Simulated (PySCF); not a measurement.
**The second ionisation energy along group 8**

Calculated with PySCF 2.14 from differences of total energies of unrestricted determinants, without spin-orbit coupling. Values in eV. The last column holds reference values (NIST; (s) semi-empirical, (t) theoretical, else measured). Unmarked ones compare directly (S terms, centres of terms, or small fine structure); those marked * lie between the lowest fine-structure levels and include a spin-orbit shift.

| element | configurations | UHF | SCS-MP2 (valence) | LDA | PBE | PBE0 | r2SCAN | reference |
| --- | --- | --- | --- | --- | --- | --- | --- | --- |
| Fe (x2c-TZVPPall with one added diffuse shell each of s, p, d, f type, spin-free X2C) | [Ar] 3d6 4s1 → [Ar] 3d6 | 15.302 | 15.641 | 17.087 | 16.830 | 16.499 | 16.693 | 16.199 * |
| Ru (x2c-TZVPPall with one added diffuse shell each of s, p, d, f type, spin-free X2C) | [Kr] 4d7 → [Kr] 4d6 | 14.918 | 16.491 | 17.313 | 17.035 | 16.772 | 16.758 | 16.76 ± 0.06 (s) * |
| Os (x2c-TZVPPall with one added diffuse shell each of s, p, d, f type, spin-free X2C) | [Xe] 4f14 5d6 6s1 → [Xe] 4f14 5d6 | 16.056 | 16.509 | 17.923 | 17.606 | 17.328 | 17.673 | 17 ± 1 (s) * |

"Valence" correlates the outer s and p shells and, in groups 3 to 12 and the f block, the outer d or f shell, open or full, or the next shell where the ion has no valence electron left; the wider scheme adds the next inner shell.
